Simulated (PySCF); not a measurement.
NMR data simulated for an unnamed compound:

1H NMR (300 MHz, computed): δ 6.61 (m, 1H), 5.39 (m, 1H), 5.15 (m, 1H), 5.03 (m, 1H), 4.49 (m, 1H), 4.42 (m, 1H), 2.06 (m, 1H), 1.82 (s, 3H), 1.40 (m, 1H).

13C{1H} NMR (computed): δ 150.2 (CH), 132.2 (C), 72.7 (CH), 66.8 (CH2), 41.2 (CH2), 13.0 (CH3).

PySCF 2.14 calculation with shieldings: GIAO PBE0/pcSseg-1 and structure optimised with GFN2-xTB; gas phase, a single conformation, fast rotation and ring inversion assumed for equivalent nuclei, relativity neglected.

Shifts are taken against calculated references (same method and geometry level): 1H, 13C vs TMS.

Which of these does the molecule contain: a Si–CH3 group, a three-membered ring, a vinyl group CH=CH2, a Si–H bond, a non-aromatic C=C double bond?

## Answers


- A Si–CH3 group: no.
- A three-membered ring: no.
- A vinyl group CH=CH2: no.
- A Si–H bond: yes (δH 5.03 (m), 5.15 (m)).
- A non-aromatic C=C double bond: yes.

The data belong to SMILES C/C(=C/F)[C@H]1CCO[SiH2]O1, C₆H₁₁FO₂Si; they needn't prove each group on their own.

Carbon signals by region: 2 in the sp2 and nitrile region (100–160 ppm), 2 at 50–100 ppm, 2 below 50 ppm.

Splittings by 19F in the carbon and heteronuclear signals aren't shown, as no couplings were computed. Shifts are as computed. Against solution values, carbons near 30 ppm lie about +3 ppm off and those near 130 ppm about +5 ppm. Of 1211 compounds with measured shifts, 218 miss one by over three times the rms of a fit or turn the order of signals round; such compounds aren't used in these exercises. No couplings were computed; multiplicities are counted from neighbouring protons, with m where these are inequivalent, close in shift, in a saturated or five-membered ring or joined by F or P, and br s for small geminal =CH2 splittings.
